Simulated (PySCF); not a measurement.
Stepwise substitution at one centre (Si Br-SH). All species are isolated molecules in the gas phase. One relaxed conformer stands for each flexible species; it need not be the lowest. Strings in code marks are SMILES.

The numbers are results of PySCF with B3LYP-D3(BJ)/def2-TZVP, not measurements. B3LYP has the VWN-RPA correlation part, as in Gaussian. Excitations are Tamm–Dancoff values on a coarser integration grid. The basis has no diffuse functions, so Rydberg states are missing or too high.

```
species                                                                                     HOMO–LUMO gap (eV)  S1 oscillator strength  S1 excitation (TDA) (eV)  S1–T1 gap (TDA) (eV)  HOMO (eV)
------------------------------------------------------------------------------------------  ------------------  ----------------------  ------------------------  --------------------  ---------
0 of 4 Br replaced by SH                                                                                  6.35                   0.000                      5.36                     –      -8.42
1 of 4 Br replaced by SH                                                                                  6.05                   0.003                      5.03                  0.31      -7.80
2 of 4 Br replaced by SH (`S[Si](Br)(Br)S` (H–S–Si–Br torsion 41°, Br–Si–S–H torsion 62°))                6.24                   0.005                      5.18                  0.32      -7.69
3 of 4 Br replaced by SH                                                                                  6.38                   0.009                      5.33                  0.36      -7.46
4 of 4 Br replaced by SH (`S[Si](S)(S)S`)                                                                 6.63                   0.009                      5.58                  0.40      -7.35
```
